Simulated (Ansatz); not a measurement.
Reaction (cleavage of the Ge–B bond): `O[B](F)[GeH3]` + `BS` → `B[S][GeH3]` + `OBF`

Isolated molecules relaxed with PBE0-D4/def2-TZVP in Ansatz; ΔE leaves out vibrations. CBS: MP2 limit from def2 TZ/QZ plus the TZ coupled-cluster correction, frozen cores. This one scheme is used for every species. Functionals use def2-TZVPP. B3LYP here is the variant with VWN-RPA as its local correlation; programs differ in this. HSE06 is defined as in plane-wave codes. For Ge outer-core shells are correlated without core-valence functions, which leaves a few kJ/mol of doubt a bond. Scalar relativity is left out up to krypton. One conformer a species, not always the lowest.

`O[B](F)[GeH3]`:

```xyz
8

O     0.176   -0.831    1.815
B     0.721   -0.200    0.756
F     2.020    0.054    0.835
Ge   -0.327    0.381   -0.948
H    -0.764   -1.000    1.726
H     0.232   -0.307   -2.204
H    -1.816    0.001   -0.821
H    -0.243    1.901   -1.160
```

`BS`:

Z-matrix (Å, degrees):
```
B
S 1 1.765
H 1 1.192 2 115.8
H 1 1.190 2 121.4 3 -180.0
H 2 1.344 1 99.2 3 180.0
```

`B[S][GeH3]`:

Z-matrix (Å, degrees):
```
Ge
S 1 2.241
H 1 1.534 2 106.5
H 1 1.533 2 108.8 3 -119.6
H 1 1.533 2 108.8 3 119.5
B 2 1.769 1 100.9 3 179.8
H 6 1.193 2 116.5 1 180.0
H 6 1.195 2 121.9 1 -0.0
```

`OBF`:

Cartesian coordinates in Å:
```
O 0.923 0.170 -0.357
B -0.393 0.052 -0.112
F -0.819 -0.486 1.029
H 1.477 -0.165 0.357
H -1.187 0.429 -0.917
```

```
             level  ΔE (kJ/mol)  difference from CCSD(T)/CBS
       LDA (SPW92)        -40.4                         13.6
            PBE-D4        -47.8                          6.2
         revPBE-D4        -49.9                          4.1
           BLYP-D4        -52.6                          1.4
         r2SCAN-D4        -51.8                          2.2
            B97M-V        -52.5                          1.5
           PBE0-D4        -52.0                          2.0
          B3LYP-D4        -55.2                         -1.2
        r2SCANh-D4        -53.0                          1.0
        r2SCAN0-D4        -54.8                         -0.8
          HSE06-D4        -52.3                          1.7
          BHLYP-D4        -61.1                         -7.1
      CAM-B3LYP-D4        -52.5                          1.5
           ωB97X-V        -52.7                          1.3
           ωB97M-V        -53.7                          0.3
            B2PLYP        -56.3                         -2.3
          PBE-QIDH        -57.3                         -3.3
               PBE        -46.0                          8.0
            revPBE        -46.9                          7.1
              BLYP        -49.2                          4.8
            r2SCAN        -51.4                          2.6
              PBE0        -50.5                          3.5
           r2SCANh        -52.6                          1.4
           r2SCAN0        -54.4                         -0.4
             HSE06        -50.8                          3.2
           LC-ωPBE        -48.2                          5.8
RPA@PBE/def2-TZVPP        -51.3                          2.7
       HF/def2-SVP        -66.4                        -12.4
      MP2/def2-SVP        -61.6                         -7.6
     CCSD/def2-SVP        -55.0                         -1.0
  CCSD(T)/def2-SVP        -54.3                         -0.3
    MP2/def2-TZVPP        -62.2                         -8.2
SCS-MP2/def2-TZVPP        -61.6                         -7.6
   CCSD/def2-TZVPP        -54.3                         -0.3
CCSD(T)/def2-TZVPP        -54.2                         -0.2
    MP2/def2-QZVPP        -62.2                         -8.2
SCS-MP2/def2-QZVPP        -62.0                         -8.0
      HF/CBS(def2)        -67.4                        -13.4
     MP2/CBS(def2)        -62.0                         -8.0
    CCSD/CBS(def2)        -54.1                         -0.1
       CCSD(T)/CBS        -54.0                            0
```

Q: What do rigid-rotor, harmonic-oscillator terms from PBE0-D4/def2-TZVP frequencies (298.15 K, 1 bar) make of the CCSD(T)/CBS value? (Estimate.)

A: Ansatz gave: ΔZPE = +3.1 kJ/mol, ΔH = -51.4 kJ/mol, ΔS = 4 J/(mol·K), ΔG = -52.5 kJ/mol. Modes under 50 cm⁻¹ make the entropy rough.

Largest T1 diagnostic among the species: 0.015.

From PBE to PBE0 (25 % exact exchange), in def2-TZVPP and without D4, ΔE moves by −4.5 kJ/mol. In def2-TZVPP, CCSD(T) changes the Hartree–Fock value by +12.9 kJ/mol (the triples alone add +0.1 kJ/mol) and MP2 by +4.9 kJ/mol.
